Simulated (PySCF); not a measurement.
**SMILES C#C[C@@]1([SeH])C[C@@H]1F, C$_{5}$H$_{5}$FSe**

Molfile (atoms numbered from 1):
```
C5H5FSe
     RDKit          3D

 12 12  0  0  0  0  0  0  0  0999 V2000
    2.4690    0.5064    0.8793 C   0  0  0  0  0  0  0  0  0  0  0  0
    1.3847    0.3801    0.3838 C   0  0  0  0  0  0  0  0  0  0  0  0
    0.0974    0.2609   -0.2165 C   0  0  1  0  0  0  0  0  0  0  0  0
   -0.3927    1.8342   -1.3172 Se  0  0  0  0  0  2  0  0  0  0  0  0
   -0.3921   -1.1015   -0.6561 C   0  0  0  0  0  0  0  0  0  0  0  0
   -0.9872   -0.4490    0.5446 C   0  0  2  0  0  0  0  0  0  0  0  0
   -2.2599    0.0256    0.4398 F   0  0  0  0  0  0  0  0  0  0  0  0
    3.4155    0.6069    1.3196 H   0  0  0  0  0  0  0  0  0  0  0  0
   -1.7737    1.8463   -0.8934 H   0  0  0  0  0  0  0  0  0  0  0  0
   -1.0115   -1.1397   -1.5407 H   0  0  0  0  0  0  0  0  0  0  0  0
    0.2528   -1.9560   -0.5163 H   0  0  0  0  0  0  0  0  0  0  0  0
   -0.8011   -0.8150    1.5470 H   0  0  0  0  0  0  0  0  0  0  0  0
  1  2  3  0
  3  2  1  1
  3  4  1  0
  3  5  1  0
  5  6  1  0
  6  7  1  0
  6  3  1  0
  1  8  1  0
  4  9  1  0
  5 10  1  0
  5 11  1  0
  6 12  1  1
M  END
```

Theory: TDDFT LC-wPBE/def2-SVPD circular dichroism and optical rotation, one conformer, gas phase in PySCF. Geometry: GFN2-xTB.

The molecule is flexible and this is one conformer; a measurement averages over conformers. The calculation is non-relativistic, which matters for the atoms heavier than Zn.

(1) What are the CIP labels of the stereocentres?

(2) List the lowest 16 singlet excitations with oscillator and rotatory strengths.

Results:

(1) C3 S, C6 S.

(2) Rotatory strengths R in 10⁻⁴⁰ esu² cm², velocity form and length form (origin at the centre of mass); f in length form.
| state | E (eV) | λ (nm) | f | R (velocity) | R (length) | main |
| --- | --- | --- | --- | --- | --- | --- |
| 1 | 4.71 | 263 | 0.0008 | +0.9 | -0.8 | HOMO→LUMO 0.69, HOMO→LUMO+1 0.11 |
| 2 | 6.00 | 207 | 0.014 | +2.0 | +2.1 | HOMO→LUMO+1 0.25, HOMO→LUMO 0.15 |
| 3 | 6.19 | 200 | 0.011 | -1.8 | -1.7 | HOMO−1→LUMO 0.27, HOMO→LUMO+1 0.15 |
| 4 | 6.67 | 186 | 0.046 | -5.2 | -5.2 | HOMO−2→LUMO 0.23, HOMO−1→LUMO+6 0.17 |
| 5 | 6.86 | 181 | 0.005 | -7.0 | -7.3 | HOMO−2→LUMO+6 0.29, HOMO−2→LUMO+5 0.08 |
| 6 | 7.43 | 167 | 0.089 | -66.0 | -66.0 | HOMO→LUMO+5 0.30, HOMO→LUMO+3 0.24 |
| 7 | 7.51 | 165 | 0.092 | -33.0 | -33.6 | HOMO−1→LUMO 0.16, HOMO−3→LUMO 0.15 |
| 8 | 7.72 | 161 | 0.036 | -2.5 | -1.9 | HOMO→LUMO+2 0.54, HOMO→LUMO+7 0.08 |
| 9 | 7.86 | 158 | 0.051 | +8.1 | +7.2 | HOMO→LUMO+4 0.72 |
| 10 | 7.95 | 156 | 0.041 | -28.0 | -27.7 | HOMO→LUMO+6 0.24, HOMO→LUMO+3 0.20 |
| 11 | 7.99 | 155 | 0.062 | -24.2 | -25.0 | HOMO−1→LUMO+1 0.31, HOMO→LUMO+3 0.13 |
| 12 | 8.21 | 151 | 0.056 | -3.2 | -1.8 | HOMO→LUMO+6 0.28 |
| 13 | 8.31 | 149 | 0.008 | +13.9 | +14.8 | HOMO−2→LUMO+1 0.26, HOMO−1→LUMO+1 0.19 |
| 14 | 8.33 | 149 | 0.026 | -6.7 | -10.5 | HOMO−2→LUMO+1 0.32, HOMO−2→LUMO+2 0.10 |
| 15 | 8.42 | 147 | 0.047 | +20.5 | +22.4 | HOMO−4→LUMO 0.33, HOMO−3→LUMO 0.19 |
| 16 | 8.65 | 143 | 0.024 | -47.7 | -46.7 | HOMO−1→LUMO+2 0.14, HOMO→LUMO+7 0.10 |

For state 1 the two forms differ in sign, so the sign of R isn't settled.

Among the states computed, the strongest CD band (largest |R|) is state 6. The largest dissymmetry factor in size, g = 4R/(D+G), with D and G the electric and magnetic dipole strengths, is -0.025 for state 16 (velocity form, f = 0.025), among bands with |R| over 0.5. The mirror image has the same energies and oscillator strengths and all R with the opposite sign.
